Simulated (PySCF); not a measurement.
Several orderings of computed values.

Each SMILES stands for a single optimised conformer of the isolated species, non-relativistic unless stated. Electronic properties by PySCF.

Dipoles, sizes and rotational constants follow the conformer. The torsions of the flexible species, by atom-mapped SMILES:
- `[H]/[N:8]=[CH:7]\[SiH2:6][O:5][Si:2]([CH3:1])([CH3:3])[CH3:4]`: C1–Si2–O5–Si6 -13°, Si2–O5–Si6–C7 -121°, O5–Si6–C7–N8 -1°
- `[CH3:1][CH2:2][AlH2-:3][n+:4]1[cH:5][cH:6][cH:7][cH:8][cH:9]1`: C1–C2–Al3–N4 -57°, C2–Al3–N4–C5 87°
- `[CH3:1][CH:2]([CH3:3])[C:4]1=[CH:5][P:6]1[C:7]([F:8])([F:9])[F:10]`: C1–C2–C4–C5 0°, C5–P6–C7–F8 47°
- `[BH2:1][O:2][BH:3][NH2:4]`: B1–O2–B3–N4 176°, H–N4–B3–O2 180°, H–N4–B3–O2 0°
- `[CH3:1][O:2][BH:3][c:4]1[cH:5][cH:6][cH:7][s:8]1`: C1–O2–B3–C4 0°, O2–B3–C4–C5 -178°

The conformers of `CN(C)[Si@H]1CC[SiH2]O1` aren't listed.

(1) Rank by lowest triplet excitation (Tamm–Dancoff), lowest first (TDA CAM-B3LYP/def2-SVPD at PBE0-D3(BJ)/def2-SVP geometries).
A. `CN(C)[Si@H]1CC[SiH2]O1`
B. `CC(C)C1=CP1C(F)(F)F`
C. `[H]/N=C\[SiH2]O[Si](C)(C)C`
D. `[CH3][Ti]([CH3])([CH3])[N]=C=S`
E. `C[CH2][AlH2-][n+]1ccccc1`

(2) By how much do the two ends of that ranking differ?

(3) Rank by smallest rotational constant, highest first (PBE0-D3(BJ)/def2-SVP).
A. `C[CH2][AlH2-][n+]1ccccc1` (C7H12AlN)
B. `B(OC)c1sccc1` (C5H7BOS)
C. `C1(P(C(F)(F)F)C=1)C(C)C` (C6H8F3P)
D. `BOBN` (B2H5NO)

(4) Give the two extremes of that set in cm⁻¹.

(5) Rank by electronic spatial extent ⟨r²⟩ about the centre of nuclear charge, lowest first (CAM-B3LYP/def2-SVPD at PBE0-D3(BJ)/def2-SVP geometries).
A. `C1P(C(F)(F)F)C=1C(C)C`
B. `[H]/N=C\[SiH2]O[Si](C)(C)C`
C. `[CH3][Ti]([CH3])([CH3])[N]=C=S`
D. `[AlH2-]([n+]1ccccc1)[CH2]C`

(6) By how much do the two ends of that ranking differ?

(7) Rank by static isotropic polarisability, highest first (CAM-B3LYP/def2-SVPD at PBE0-D3(BJ)/def2-SVP geometries).
A. `FC(P1C=C1C(C)C)(F)F`
B. `[CH3][Ti]([CH3])([CH3])[N]=C=S`
C. `[H]/N=C\[SiH2]O[Si](C)(C)C`
D. `C[CH2][AlH2-][N+]1=CC=CC=C1`
E. `[Si@H]1(O[SiH2]CC1)N(C)C`

(8) Give the two extremes of that set as polarisability volumes in Å³.

(9) Rank by HOMO–LUMO gap, highest first (CAM-B3LYP/def2-SVPD at PBE0-D3(BJ)/def2-SVP geometries).
A. `CC(C)C1=CP1C(F)(F)F`
B. `C[CH2][AlH2-][n+]1ccccc1`
C. `[CH3][Ti]([CH3])([CH3])[N]=C=S`
D. `CN(C)[Si@H]1CC[SiH2]O1`

(10) By how much do the two ends of that ranking differ?

(11) Rank by lowest singlet excitation, lowest first (TDDFT CAM-B3LYP/def2-SVPD at PBE0-D3(BJ)/def2-SVP geometries).
A. `C[CH2][AlH2-][N+]1=CC=CC=C1`
B. `CN(C)[Si@H]1CC[SiH2]O1`
C. `[CH3][Ti]([CH3])([CH3])[N]=C=S`
D. `FC(F)(P1C(C(C)C)=C1)F`

Results:

(1) D (3.33 eV), C (3.56 eV), E (4.08 eV), B (4.43 eV), A (5.85 eV).

(2) By 2.52 eV, between `CN(C)[Si@H]1CC[SiH2]O1` and `[CH3][Ti]([CH3])([CH3])[N]=C=S`.

(3) D (4.003 GHz), B (0.946 GHz), A (0.760 GHz), C (0.651 GHz).

(4) `CC(C)C1=CP1C(F)(F)F`: 0.0217 cm⁻¹; `BOBN` (B2H5NO): 0.1335 cm⁻¹.

(5) D (1671 bohr²), B (1762 bohr²), C (1859 bohr²), A (1886 bohr²).

(6) By 215 bohr², between `CC(C)C1=CP1C(F)(F)F` and `C[CH2][AlH2-][n+]1ccccc1`.

(7) B (132.6 au), D (118.1 au), C (108.2 au), E (106.1 au), A (96.1 au).

(8) `CC(C)C1=CP1C(F)(F)F`: 14.25 Å³; `[CH3][Ti]([CH3])([CH3])[N]=C=S`: 19.66 Å³.

(9) A (9.19 eV), D (8.85 eV), C (7.47 eV), B (6.72 eV).

(10) By 2.47 eV, between `CC(C)C1=CP1C(F)(F)F` and `C[CH2][AlH2-][n+]1ccccc1`.

(11) C (3.58 eV), A (4.41 eV), D (5.64 eV), B (5.98 eV).
